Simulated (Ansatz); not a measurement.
Calculated with Ansatz (gas phase, PBE0-D4/def2-TZVP geometries, no zero-point term in ΔE). CBS: MP2 limit from def2 TZ/QZ plus the TZ coupled-cluster correction, frozen cores. This one scheme is used for every species. Functionals use def2-TZVPP. Elements past krypton have def2 core potentials. For Mo outer-core shells are correlated without core-valence functions, which leaves a few kJ/mol of doubt a bond. Each species was taken in one conformer, which may not be the lowest.

Consider the formal hydrolysis of a Mo–N bond: `[NH]=[Mo](=[NH])([NH2])[NH2]` + H₂O → `[NH]=[Mo](=[NH])([NH2])[OH]` + NH₃.

```json
{"level": "B97M-V", "ΔE (eV)": "-0.42"}
{"level": "PBE0-D4", "ΔE (eV)": "-0.32"}
{"level": "r2SCANh-D4", "ΔE (eV)": "-0.37"}
{"level": "ωB97M-V", "ΔE (eV)": "-0.34"}
{"level": "CCSD(T)/def2-TZVPP", "ΔE (eV)": "-0.30"}
{"level": "SCS-MP2/def2-QZVPP", "ΔE (eV)": "-0.30"}
{"level": "HF/CBS(def2)", "ΔE (eV)": "-0.37"}
{"level": "MP2/CBS(def2)", "ΔE (eV)": "-0.26"}
```

(1) What does CCSD(T)/CBS give? (Best estimate.)

Largest T1 diagnostic among the species: 0.022, so the coupled-cluster value is less sure than usual.

Results:

(1) Ansatz gave: -0.29 eV. The listed levels differ from it by -0.13, -0.03, -0.08, -0.05, -0.01, -0.01, -0.08, 0.03 eV.

From PBE to PBE0 (25 % exact exchange), in def2-TZVPP and without D4, ΔE moves by +0.03 eV. The D4 term adds +0.04 eV with B3LYP and +0.02 eV with PBE0; it sums over pairs of atoms, weighted by their polarisabilities, and B3LYP, whose exchange is more repulsive, gets the larger term.

B3LYP here is the variant with VWN-RPA as its local correlation; programs differ in this.
